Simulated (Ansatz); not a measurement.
Geometry optimisation, RKS PBE0-D4/def2-SVP in Ansatz.

Input file:

```yaml
crystal:
  periodic: [false, false, false]
  atoms:
    - { symbol: "N", position_ang: [-1.8928, 0.2086, 0.0588] }
    - { symbol: C, position_ang: [-0.6583, 0.3559, -0.6338] }
    - { symbol: Si, position_ang: [0.411, -1.0861, -0.2523] }
    - { symbol: C, position_ang: [1.6323, 0.197, 0.5212] }
    - { symbol: Se, position_ang: [0.4674, 1.7568, 0.1299] }
    - { symbol: H, position_ang: [-2.4897, 1.1299, -0.1814] }
    - { symbol: H, position_ang: [-1.757, 0.2633, 1.0852] }
    - { symbol: H, position_ang: [-0.7445, 0.5061, -1.7349] }
    - { symbol: H, position_ang: [1.0335, -1.671, -1.4038] }
    - { symbol: H, position_ang: [-0.1394, -1.9878, 0.7886] }
    - { symbol: H, position_ang: [1.6602, 0.0263, 1.6379] }
    - { symbol: H, position_ang: [2.5544, 0.2459, 0.0186] }
basis:
  gaussian: { orbitals: def2-SVP }
hamiltonian:
  xc: pbe0
  dispersion: d4
relax:
  f_tol: 0.015
  max_steps: 40
output:
  orbitals: {}
```

Launched with:

```bash
$ ansatz run input.yaml --threads 2 --pin off --max-ram 3072MiB --backend cpu --events-out ev --progress --plain --runs-dir out
```

Task: Where does it end, and by what steps?

Result: It converged. After 15 steps the energy has fallen by 0.888 eV; H11 moved furthest, 0.72 Å.

| step | energy less start (eV) | largest force component (eV/Å) | accepted |
| --- | --- | --- | --- |
| 0 | 0.0000 | 2.982 | yes |
| 1 | -0.7203 | 1.515 | yes |
| 2 | -0.8173 | 0.523 | yes |
| 3 | -0.8232 | 0.621 | yes |
| 4 | -0.8416 | 0.183 | yes |
| 5 | -0.8477 | 0.066 | yes |
| 6 | -0.8518 | 0.053 | yes |
| 7 | -0.8540 | 0.455 | yes |
| 8 | -0.8648 | 0.236 | yes |
| 9 | -0.8820 | 0.090 | yes |
| 10 | -0.8605 | 0.635 | no |
| 11 | -0.8862 | 0.051 | yes |
| 12 | -0.8855 | 0.125 | no |
| 13 | -0.8874 | 0.044 | yes |
| 14 | -0.8877 | 0.022 | yes |
| 15 | -0.8878 | 0.013 | yes |

```xyz
12
Properties=species:S:1:pos:R:3
N -2.077 0.270 -0.236
C -0.709 0.417 -0.516
Si 0.465 -1.017 -0.099
C 1.815 0.177 0.456
Se 0.484 1.614 0.699
H -2.637 1.096 -0.429
H -2.265 -0.053 0.709
H -0.568 0.818 -1.532
H 0.781 -2.005 -1.183
H -0.098 -1.755 1.073
H 2.327 -0.070 1.397
H 2.559 0.453 -0.305
```

Whether the end is a true minimum wasn't checked by a vibrational analysis.

The run took 41 s on 2 threads of Intel(R) Xeon(R) 6975P-C (Granite Rapids) (shared host), peak memory 0.37 GiB.
